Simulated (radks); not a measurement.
Spherical jellium clusters: N electrons in a uniform positive sphere of charge N and radius rs N^(1/3), rs = 4.34 bohr. Level of theory: non-relativistic Kohn-Sham, LDA (Slater exchange, Perdew-Wang correlation), spin-polarised, spherical densities (a radial shooting solver with Libxc functionals). Levels are named by radial order and angular momentum (1s, 1p, 1d, 2s, ...), and open shells are averaged over m. Each electron was tried in the lowest free levels, single moves between levels near the top were tried too, and the lowest total energy was kept; such a search can miss a lower state. Energies include the self-energy of the background; IP and EA are vertical (highest electron removed, lowest free level filled), at fixed background; spill-out counts the electrons outside the background radius R, and alpha is the static dipole polarisability from linear response (closed shells only). A dash means not computed or, for alpha, an open shell; in EA it means that no bound solution was reached, which is typical of self-interaction and does not show that the anion is unstable. Real open-shell clusters deform, which this model forbids.

\begin{tabular}{lrrrrrr}
N & open shells & 2S & E/N (eV) & E(N+1) + E(N-1) - 2E(N) (eV) & -e(HOMO) (eV) & alpha/R^3 \\ \hline
1 & 1s(up 1, down 0) & 1 & -1.287 & - & 2.857 & - \\
2 & none & 0 & -1.685 & 0.961 & 2.997 & 1.567 \\
3 & 1p(up 1, down 0) & 1 & -1.497 & -0.584 & 2.070 & - \\
4 & 1p(up 2, down 0) & 2 & -1.550 & -0.400 & 2.535 & - \\
5 & 1p(up 3, down 0) & 3 & -1.661 & 0.284 & 2.831 & - \\
6 & 1p(up 3, down 1) & 2 & -1.688 & -0.326 & 2.580 & - \\
7 & 1p(up 3, down 2) & 1 & -1.754 & -0.234 & 2.842 & - \\
8 & none & 0 & -1.832 & 1.035 & 3.029 & 1.391 \\
9 & 1d(up 1, down 0) & 1 & -1.779 & -0.237 & 2.056 & - \\
10 & 1d(up 2, down 0) & 2 & -1.759 & -0.201 & 2.283 & - \\
11 & 1d(up 3, down 0) & 3 & -1.762 & -0.170 & 2.466 & - \\
12 & 1d(up 4, down 0) & 4 & -1.778 & -0.146 & 2.617 & - \\
13 & 1d(up 5, down 0) & 5 & -1.803 & 0.309 & 2.743 & - \\
14 & 1d(up 5, down 1) & 4 & -1.802 & -0.157 & 2.455 & - \\
15 & 1d(up 5, down 2) & 3 & -1.812 & -0.134 & 2.599 & - \\
16 & 1d(up 5, down 3) & 2 & -1.829 & -0.116 & 2.720 & - \\
17 & 1d(up 5, down 4) & 1 & -1.851 & -0.101 & 2.824 & - \\
18 & none & 0 & -1.876 & 0.198 & 2.914 & 1.299 \\
19 & 2s(up 1, down 0) & 1 & -1.888 & 0.197 & 2.714 & - \\
20 & none & 0 & -1.888 & 0.313 & 2.553 & 1.328 \\
21 & 1f(up 1, down 0) & 1 & -1.874 & -0.109 & 2.266 & - \\
22 & 1f(up 2, down 0) & 2 & -1.866 & -0.099 & 2.366 & - \\
23 & 1f(up 3, down 0) & 3 & -1.864 & -0.090 & 2.456 & - \\
24 & 1f(up 4, down 0) & 4 & -1.865 & -0.083 & 2.537 & - \\
25 & 1f(up 5, down 0) & 5 & -1.869 & -0.076 & 2.611 & - \\
26 & 1f(up 6, down 0) & 6 & -1.876 & -0.070 & 2.678 & - \\
27 & 1f(up 7, down 0) & 7 & -1.885 & 0.269 & 2.739 & - \\
28 & 1f(up 7, down 1) & 6 & -1.884 & -0.080 & 2.478 & - \\
29 & 1f(up 7, down 2) & 5 & -1.885 & -0.074 & 2.553 & - \\
30 & 1f(up 7, down 3) & 4 & -1.889 & - & 2.622 & - \\
\end{tabular}

All shells are closed at N = 2, 8, 18, 20 (there: 1s2 1p6 1d10 2s2); the second difference of the energy has clear peaks (12 % above both neighbours; the first and last values, which can be the largest, are not judged, and half-filled shells can peak too) at N = 5, 8, 13, 20, 27.
